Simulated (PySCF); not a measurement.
LiTe⁻: one state, many levels of theory

State: ¹Σ⁺ (singlet), closed shell. Set-up: Li def2-SVPD, Te def2-SVPD with ECP28; scalar-relativistic core potentials (PySCF 2.14). De refers to Li + Te⁻ in their high-spin ground configurations, without counterpoise correction. A positive dipole points towards Te; it is taken about the centre of mass and depends on that origin.

```
      Level  Re (Å)  ωe (cm⁻¹)  De (eV)  μ (D)  CPU s a point (SCF and correlation, without the integrals)
        RHF   2.405        520      n/a  -5.35                                                       0.071
    RHF-MP2   2.433        487      n/a    n/a                                                        0.11
RHF-SCS-MP2   2.433        487      n/a    n/a                                                         n/a
   RHF-CCSD   2.427        491      n/a    n/a                                                         n/a
RHF-CCSD(T)   2.440        477      n/a    n/a                                                         1.3
        PBE   2.404        488     2.16  -3.10                                                        0.48
     PBEsol   2.397        491     2.29  -3.21                                                        0.34
     r²SCAN   2.401        501     2.13  -3.77                                                        0.59
       PBE0   2.387        510     2.06  -3.95                                                        0.87
      HSE06   2.392        505     2.09  -3.88                                                         0.8
       MN15   2.410        491     2.46  -3.96                                                        0.73
     B2PLYP   2.403        498     2.07  -4.50                                                        0.49
```

Q: What does a quarter of exact exchange do here, going from PBE to PBE0?

A: PBE0 less PBE: -1.7 pm in Re, +4.5 % in ωe, -0.10 eV in De. Exact exchange removes part of the self-interaction that spreads semilocal densities, and in most molecules shortens and stiffens the bond and lowers De; so it does here.

Q: What does second-order correlation do here, going from RHF to RHF-MP2?

A: RHF-MP2 less RHF: +2.8 pm in Re, -6.3 % in ωe. Correlation nearly always deepens the well. The bond lengthens, as in strong covalent bonds, where excitations into antibonding orbitals dominate.

Q: What does the triples do here, going from RHF-CCSD to RHF-CCSD(T)?

A: RHF-CCSD(T) less RHF-CCSD: +1.3 pm in Re, -2.9 % in ωe. Correlation nearly always deepens the well. The bond lengthens, as in strong covalent bonds, where excitations into antibonding orbitals dominate.

Correlated steps freeze 4 core orbitals. Spin–orbit coupling is left out, which matters for elements this heavy, above all for dissociation energies. For an ion De counts to the pair picked by the measured ionisation energies or electron affinities, which need not be the lowest pair at this level. The highest Kohn–Sham level is positive in this anion. Much of that is self-interaction error, but it also means that the finite basis helps to hold the extra electron. B2PLYP dipoles, levels and charges come from its SCF part alone.

The whole job (state search and all levels along the bond) took about 1.6 min on 1 thread of Oxide Virtual Turin-like (shared host), peak memory 0.6 GiB.
